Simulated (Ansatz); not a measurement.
A nudged elastic band was laid between two geometries of AlFH5NO (9 atoms, charge 0, multiplicity 1).

Computed with RKS PBE/def2-SVP (Ansatz).

* movable images: 9
* climbing image: yes
* spring: 5.0 eV/Å²
* optimiser: quadratic models (default)
* start path: through a guess of the saddle point
* force threshold: 0.03 eV/Å
* iteration limit: 60
* end points: relaxed

Initial state:

```xyz
9
Properties=species:S:1:pos:R:3
Al -0.191 0.061 0.099
F -0.205 -0.992 1.427
N 1.552 0.388 -0.522
H 2.307 -0.235 -0.209
H 1.729 0.606 -1.510
H -1.446 0.118 -0.871
O 0.134 1.814 0.971
H 1.067 1.630 0.515
H 0.251 1.775 1.941
```

Final state:

```xyz
9
Properties=species:S:1:pos:R:3
Al -0.185 0.061 0.096
F -0.203 -0.984 1.430
N 1.553 0.383 -0.527
H 1.730 0.599 -1.515
H 2.307 -0.240 -0.214
H -1.445 0.118 -0.872
O 0.131 1.817 0.974
H 1.064 1.645 0.525
H 0.245 1.767 1.944
```

**Question.** What changes between the two ends?

**Answer.** No bond is made or broken.  The two ends are copies of one structure, up to a mirror image or an exchange of like atoms.

**Question.** Give the energies along the band, and the barrier.

**Answer.** The forces met the threshold. The highest image is number 5 of 0 to 10, 7.8 kcal/mol above the ends, which have the same energy within 2 meV. A vibrational analysis at the climbing image gives one clearly imaginary mode, 317i cm⁻¹: a first-order saddle point.

```json
{"image": "0", "path coordinate (Å)": "0.00", "energy (kcal/mol)": "0.0"}
{"image": "1", "path coordinate (Å)": "0.44", "energy (kcal/mol)": "0.8"}
{"image": "2", "path coordinate (Å)": "0.87", "energy (kcal/mol)": "2.5"}
{"image": "3", "path coordinate (Å)": "1.31", "energy (kcal/mol)": "4.6"}
{"image": "4", "path coordinate (Å)": "1.74", "energy (kcal/mol)": "6.7"}
{"image": "5", "path coordinate (Å)": "2.18", "energy (kcal/mol)": "7.8"}
{"image": "6", "path coordinate (Å)": "2.70", "energy (kcal/mol)": "6.5"}
{"image": "7", "path coordinate (Å)": "3.23", "energy (kcal/mol)": "4.3"}
{"image": "8", "path coordinate (Å)": "3.75", "energy (kcal/mol)": "2.6"}
{"image": "9", "path coordinate (Å)": "4.27", "energy (kcal/mol)": "1.1"}
{"image": "10", "path coordinate (Å)": "4.80", "energy (kcal/mol)": "0.0"}
```

**Question.** What is the geometry of the highest image?

**Answer.** 
```xyz
9
Properties=species:S:1:pos:R:3
Al 0.002 0.049 0.037
F -0.122 -0.536 1.662
N 1.640 0.065 -0.717
H 2.021 -0.721 -1.249
H 2.250 0.872 -0.859
H -1.359 -0.135 -0.769
O -0.016 1.863 0.953
H 0.850 2.318 0.957
H -0.069 1.390 1.826
```

**Question.** What are the harmonic wavenumbers there?

**Answer.** 317i, 164, 194, 213, 261, 307, 385, 465, 589, 651, 672, 694, 733, 857, 1486, 1561, 1908, 3454, 3505, 3585, 3718 cm⁻¹.

The run took 98 s on 2 threads of AMD EPYC 9R45 96-Core Processor (Zen 5), with other jobs on the host, peak memory 0.13 GiB.
